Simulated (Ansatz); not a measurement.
Cartesian coordinates in Å:
```
F 1.1629 -0.5939 1.2069
Ti 0.1105 0.0126 -0.0330
F 0.4507 1.6931 -0.3026
F 0.3854 -0.8708 -1.5015
Br -2.1096 -0.2411 0.6303
```

Total charge 0; spin multiplicity 1.

(1) List the r2SCAN/def2-TZVPP orbital energies in eV (the Gaussian-basis code of Ansatz). (An estimate is asked.)

## Answers

(1) The calculation gave: Occupied: -13122.57, -4858.85, -1695.79, -1526.53, -1526.51, -1526.51, -667.10, -667.10, -667.10, -540.88, -450.98, -450.98, -450.96, -235.44, -175.58, -175.51, -175.51, -69.45, -69.42, -69.42, -69.36, -69.36, -66.00, -42.31, -42.31, -41.97, -31.20, -30.87, -30.87, -20.38, -12.51, -12.51, -12.20, -11.99, -11.99, -11.59, -11.23, -11.23, -10.98, -9.67, -8.47, -8.47. Lowest empty: -4.23, -4.22, -3.52, -2.79, -2.79, -0.15, 2.00, 2.00.
